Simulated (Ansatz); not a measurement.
Frontier orbitals of `C#[C][Al]([C]#C)[C]#C`.

The species carries charge 0 and has multiplicity 1. All single points use the PBE0-D4/def2-TZVP geometry. Basis def2-TZVPP, Ansatz.

Orbital energies of one run (eV). Highest occupied ones, from the top: -8.11, -8.33, -8.33, -8.44, -8.44, -8.70, -11.01, -11.01, -13.27, -15.25, -15.25, -15.60, -20.93, -20.93. Empty: -2.02, -0.15, -0.15, 0.65, 0.65, 0.82.

Task: Which functional gave them?
A. LC-ωPBE
B. PBE
C. B97M-V
D. PBE0

Result: D. HOMO energies: PBE0 -8.11, LC-ωPBE -10.92, PBE -6.91, B97M-V -7.08 eV.

LC-ωPBE has ω = 0.4 bohr⁻¹.
